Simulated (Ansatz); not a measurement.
`CB(N)Br` at its PBE0-D4/def2-TZVP geometry, where that method's forces vanish. Total charge 0; spin multiplicity 1.

```xyz
9

C     0.0323    1.1219    0.4311
B    -0.1964   -0.4031    0.1867
N     0.2468   -1.0916   -0.9320
Br   -1.1683   -1.4403    1.5257
H    -0.9249    1.6390    0.5435
H     0.5892    1.6042   -0.3764
H     0.5762    1.2828    1.3662
H     0.0897   -2.0747   -1.0728
H     0.7555   -0.6383   -1.6720
```

Problem. What forces (eV/Å) does ωB97M-V/def2-TZVPP give on these atoms in Ansatz? (Estimate.)

Solution. The calculation gave: 
```
C1   0.019  0.128  0.021
B2  -0.001  0.037  0.018
N3   0.041 -0.047 -0.096
Br4 -0.031 -0.032  0.043
H5   0.064 -0.044 -0.010
H6  -0.039 -0.037  0.054
H7  -0.037 -0.020 -0.066
H8   0.003  0.032  0.008
H9  -0.019 -0.016  0.028
```
